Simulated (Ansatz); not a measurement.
Geometry optimisation, UKS B3LYP-D4/def2-SVP in Ansatz 0.2.0.

Input file:

```yaml
crystal:
  periodic: [false, false, false]
  atoms:
    - { symbol: B, position_ang: [0.745122, 0.490929, 0.255001] }
    - { symbol: Br, position_ang: [-0.923524, 1.272804, 1.042296] }
    - { symbol: H, position_ang: [1.103731, 0.948981, -0.789595] }
    - { symbol: H, position_ang: [1.328378, -0.303294, 0.932353] }
    - { symbol: H, position_ang: [-1.477736, -0.999203, -0.513706] }
    - { symbol: F, position_ang: [-0.775971, -1.410218, -0.926449] }
magnetization:
  spin_polarized: true
basis:
  gaussian: { orbitals: def2-SVP }
hamiltonian:
  xc: b3lyp
  dispersion: d4
relax:
  f_tol: 0.03
  max_steps: 50
output:
  orbitals: {}
```

Run as:

```bash
$ ansatz run input.yaml --threads 2 --pin off --max-ram 3072MiB --backend cpu --events-out ev --progress --plain --runs-dir out
```

Problem. Where does it end, and by what steps?

Solution. The run converged. After 7 steps the energy has fallen by 0.124 eV; F6 moved furthest, 0.46 Å.

```
step  energy less start (eV)  largest force component (eV/Å)  accepted
   0                  0.0000                           0.981       yes
   1                 -0.0853                           0.372       yes
   2                 -0.0981                           0.228       yes
   3                 -0.1127                           0.296       yes
   4                 -0.1196                           0.247       yes
   5                 -0.1232                           0.055       yes
   6                 -0.1236                           0.033       yes
   7                 -0.1238                           0.004       yes
```

```xyz
6
Properties=species:S:1:pos:R:3
B 0.568 0.299 0.141
Br -0.985 1.182 0.988
H 0.988 0.835 -0.843
H 1.217 -0.401 0.863
H -1.308 -0.805 -0.408
F -0.480 -1.110 -0.740
```

The run took 13 s on 2 threads of AMD EPYC 9R14 (Zen 4), with other jobs on the host, peak memory 0.21 GiB.
